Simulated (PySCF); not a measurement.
**MoCl and its ions**

PBE; Mo def2-TZVPPD with ECP28, Cl def2-TZVPPD; scalar-relativistic core potentials (PySCF 2.14). Neutral (UKS): sextet (σ ↑, π ↑↑, δ ↑↑), Re = 2.275 Å, ωe = 379 cm⁻¹, De = 3.97 eV, HOMO -4.86 eV, LUMO -3.41 eV.

MoCl⁺ (UKS): quintet (π ↑↑, δ ↑↑), Re = 2.213 Å, ωe = 445 cm⁻¹, De = 3.22 eV to Mo⁺ (4d5) + Cl. The energies at the minima are -528.22919 hartree for MoCl and -527.92562 for MoCl⁺.

Work out the adiabatic ionisation energy, without and with harmonic zero-point energies (1 hartree = 27.2114 eV, 1 eV = 8065.5 cm⁻¹), and the change of the bond length.

At PBE: 0.30357 hartree = 8.261 eV between the minima; the zero-point term (445.0 − 379.0)/2 cm⁻¹ = +0.004 eV makes it 8.265 eV. Re changes by -6.2 pm against the neutral. The electron leaves a σ orbital; in so polar a molecule the change of length follows mostly from the change of the ionic charges.

MoCl⁻ (UKS): septet (σ ↑↑, π ↑↑, δ ↑↑), Re = 2.499 Å, ωe = 230 cm⁻¹, De = 1.30 eV to Mo (4d5 5s1) + Cl⁻. The energies at the minima are -528.22919 hartree for MoCl and -528.26580 for MoCl⁻.

Work out the adiabatic electron affinity, without and with harmonic zero-point energies (1 hartree = 27.2114 eV, 1 eV = 8065.5 cm⁻¹), and the change of the bond length.

At PBE: 0.03661 hartree = 0.996 eV between the minima; the zero-point term (379.0 − 230.0)/2 cm⁻¹ = +0.009 eV makes it 1.005 eV. Re changes by +22.4 pm against the neutral. The electron enters a σ orbital; in so polar a molecule the change of length follows mostly from the change of the ionic charges.

The metal atom is held in its measured ground configuration; semilocal functionals can put another filling of s and d lower by some tenths of an eV, and De to that atom would be smaller. Spin–orbit coupling is left out, which matters for elements this heavy, above all for dissociation energies. For an ion De counts to the pair picked by the measured ionisation energies or electron affinities, which need not be the lowest pair at this level. The highest Kohn–Sham level is positive in this anion. Much of that is self-interaction error, but it also means that the finite basis helps to hold the extra electron. The state is the lowest single determinant that the PBE0 search found; with open d or f shells the true ground state can be another one.
